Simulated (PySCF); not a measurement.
Si(H)(F)(Me)(OH) (CH5FOSi), SMILES C[SiH](O)F.

Coordinates come from a B3LYP-D3(BJ)/def2-SVP optimisation. One conformer was computed; it need not be the lowest.

Level of theory: CAM-B3LYP/def2-TZVP run with PySCF.

The molecule is in vacuum.

Estimate the frontier levels, gap, dipole moment and polarisability. (Estimate from the structure and the level; the computed values follow.)


```
Property                                                                                                        Value
---------------------------------------------------------------------------------------------  ----------------------
highest occupied level                                                                                      -10.39 eV
lowest empty level                                                                                            1.44 eV
orbital gap                                                                                                  11.82 eV
dipole moment                                                                                                  2.21 D
quadrupole, principal values (traceless, Buckingham form, about the centre of nuclear charge)  -5.71, -1.40, 7.10 D·Å
mean static polarisability                                                                       39.1 bohr³ (5.80 Å³)
polarisability, principal values                                                               36.1, 39.2, 42.0 bohr³
```
